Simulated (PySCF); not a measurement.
Predicted microwave data (B3LYP/def2-SVPD in PySCF (dipole) on a GFN2-xTB geometry, gas phase) for one isomer of C6H4S:

| Item | Value |
| --- | --- |
| Rotational constants | A = 3231, B = 1316, C = 940.4 MHz |
| Dipole components | \|μa\| = 2.67 D, \|μb\| = 2.30 D, \|μc\| = 0.00 D |
| Inertial defect | -3.16 u·Å² |
| κ | -0.67 |

Task: Which candidate fits, each taken in the one conformer that was computed?
A. `S=C(C#C)C#CC`
B. `C#Cc1cccs1`

Result: A. It is C#CC(=S)C#CC, an asymmetric top. The candidates at the same level (rigid rotor, commonest isotopes):

```json
{"SMILES": "C#CC(=S)C#CC", "A (MHz)": "3231", "B (MHz)": "1316", "C (MHz)": "940.4", "μa (D)": "2.67", "μb (D)": "2.30", "μc (D)": "0.00", "Δ (u·Å²)": "-3.16", "point group": "–", "rotor": "asymmetric top"}
{"SMILES": "C#Cc1cccs1", "A (MHz)": "5391", "B (MHz)": "1821", "C (MHz)": "1361", "μa (D)": "0.78", "μb (D)": "0.54", "μc (D)": "0.00", "Δ (u·Å²)": "0.00", "point group": "Cs", "rotor": "asymmetric top"}
```

`C#Cc1cccs1` has A 67 % too high. No structure here is proved a minimum.
